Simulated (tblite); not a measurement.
Compound: C5H8BrNSi2.
Atom-mapped SMILES: `[CH2:1]=[CH:2][C:3]#[C:4][Si@:5]1([Br:6])[CH2:7][NH:8][SiH2:9]1` (hydrogens: H10, H11 on C1; H12 on C2; H13, H14 on C7; H15 on N8; H16, H17 on Si9)

Computed with GFN2-xTB (tblite), gas phase: L-BFGS steps from a force-field or distance-geometry start until the largest atomic force falls under 0.01 eV/Å.

Step 29: E = -685.2084 eV
```
atom  x, y, z in Å  |  force x, y, z in eV/Å
C1      3.9301    0.9145   -0.1109   -0.006  -0.021   0.025
C2      3.4135   -0.1786    0.4438   -0.044  -0.013  -0.008
C3      2.0281   -0.4253    0.4416   -0.068  -0.012   0.006
C4      0.8317   -0.6174    0.4163    0.006  -0.003   0.009
Si5    -0.9968   -0.7482    0.5957    0.086   0.023   0.048
Br6    -1.3357   -2.6742    1.7289    0.023  -0.006   0.024
C7     -1.9280   -0.8431   -1.0841   -0.119   0.024  -0.032
N8     -2.8941    0.2037   -0.7651   -0.054   0.042  -0.108
Si9    -2.4962    1.0277    0.6837   -0.015   0.000   0.029
H10     4.9858    1.1190   -0.0844    0.014  -0.006  -0.037
H11     3.2966    1.6368   -0.6017    0.069   0.003   0.022
H12     4.0230   -0.9262    0.9377    0.010   0.059  -0.022
H13    -2.4423   -1.7841   -1.2928    0.033  -0.050  -0.069
H14    -1.3264   -0.5798   -1.9606    0.005  -0.071   0.029
H15    -3.5911    0.4221   -1.4592    0.083   0.009  -0.001
H16    -1.8453    2.3383    0.5425   -0.014   0.022   0.021
H17    -3.6600    1.1270    1.5586   -0.010   0.000   0.064
```

Step 30: E = -685.2106 eV
```
atom  x, y, z in Å  |  force x, y, z in eV/Å
C1      3.9337    0.9138   -0.1097   -0.013  -0.029   0.004
C2      3.4157   -0.1809    0.4406   -0.049   0.003   0.016
C3      2.0290   -0.4246    0.4389   -0.046  -0.013   0.000
C4      0.8318   -0.6123    0.4136    0.000   0.000   0.006
Si5    -0.9973   -0.7453    0.5941    0.097   0.003   0.093
Br6    -1.3230   -2.6733    1.7298    0.021  -0.001   0.023
C7     -1.9336   -0.8443   -1.0798   -0.104   0.027  -0.052
N8     -2.8915    0.2134   -0.7728   -0.035   0.016  -0.078
Si9    -2.5014    1.0250    0.6862   -0.047   0.026   0.007
H10     4.9895    1.1196   -0.0844    0.005  -0.017  -0.027
H11     3.3004    1.6350   -0.6022    0.066   0.012   0.023
H12     4.0253   -0.9270    0.9371   -0.004   0.053  -0.030
H13    -2.4488   -1.7849   -1.2838   -0.007  -0.064  -0.057
H14    -1.3291   -0.5939   -1.9555    0.037  -0.044  -0.032
H15    -3.5846    0.4322   -1.4710    0.092   0.008   0.020
H16    -1.8495    2.3365    0.5581   -0.014   0.024   0.017
H17    -3.6736    1.1231    1.5509    0.001  -0.005   0.067
```

Step 31: E = -685.2124 eV
```
atom  x, y, z in Å  |  force x, y, z in eV/Å
C1      3.9370    0.9130   -0.1087   -0.010  -0.025  -0.016
C2      3.4170   -0.1824    0.4384   -0.039   0.019   0.029
C3      2.0297   -0.4240    0.4368   -0.013  -0.009  -0.002
C4      0.8322   -0.6091    0.4113   -0.016   0.001   0.003
Si5    -0.9965   -0.7423    0.5944    0.039  -0.011   0.086
Br6    -1.3122   -2.6730    1.7313    0.020   0.006   0.022
C7     -1.9401   -0.8452   -1.0767   -0.039   0.009  -0.045
N8     -2.8892    0.2225   -0.7803    0.001  -0.009  -0.019
Si9    -2.5073    1.0232    0.6881   -0.059   0.037  -0.020
H10     4.9929    1.1199   -0.0854   -0.004  -0.032  -0.014
H11     3.3049    1.6339   -0.6021    0.051   0.027   0.016
H12     4.0271   -0.9268    0.9362   -0.009   0.034  -0.028
H13    -2.4558   -1.7862   -1.2784   -0.034  -0.053  -0.034
H14    -1.3306   -0.6063   -1.9509    0.050  -0.022  -0.072
H15    -3.5778    0.4395   -1.4826    0.069   0.024   0.019
H16    -1.8533    2.3353    0.5714   -0.021   0.018   0.014
H17    -3.6850    1.1202    1.5472    0.015  -0.012   0.061
```

**Question.** Estimate the geometry and energy of step 32. (The exact step hangs on the optimiser's Hessian estimate; all steps are aligned on step 31, rigid shifts and turns removed.)

**Answer.** E = -685.2136 eV, largest force 0.089 eV/Å
```
atom  x, y, z in Å  |  force x, y, z in eV/Å
C1      3.9389    0.9122   -0.1084   -0.003  -0.014  -0.025
C2      3.4172   -0.1826    0.4379   -0.025   0.026   0.026
C3      2.0299   -0.4236    0.4360    0.003  -0.003  -0.001
C4      0.8325   -0.6079    0.4104   -0.029   0.000   0.003
Si5    -0.9955   -0.7409    0.5961   -0.033  -0.011   0.044
Br6    -1.3067   -2.6730    1.7332    0.020   0.008   0.022
C7     -1.9448   -0.8458   -1.0756    0.033  -0.019  -0.026
N8     -2.8880    0.2273   -0.7847    0.028  -0.026   0.024
Si9    -2.5120    1.0225    0.6889   -0.047   0.028  -0.031
H10     4.9950    1.1195   -0.0869   -0.007  -0.044  -0.005
H11     3.3087    1.6341   -0.6015    0.034   0.038   0.007
H12     4.0278   -0.9260    0.9352   -0.007   0.015  -0.018
H13    -2.4609   -1.7875   -1.2778   -0.038  -0.025  -0.013
H14    -1.3308   -0.6128   -1.9485    0.043  -0.015  -0.076
H15    -3.5722    0.4437   -1.4900    0.034   0.042   0.004
H16    -1.8560    2.3343    0.5773   -0.026   0.016   0.012
H17    -3.6901    1.1186    1.5485    0.021  -0.016   0.052
```

The energy changes by -0.0012 eV. The first-order estimate −F·Δx gives -0.0016 eV and the mean of the old and new forces, exact on a quadratic surface, -0.0012 eV. The step makes an angle of 70° with the force vector and moves no atom by more than 0.010 Å.

The cost below is that of the whole relaxation. Hardware: one thread, Arm Neoverse V1 (aarch64), on a shared host. Cost: 1.3 s wall.
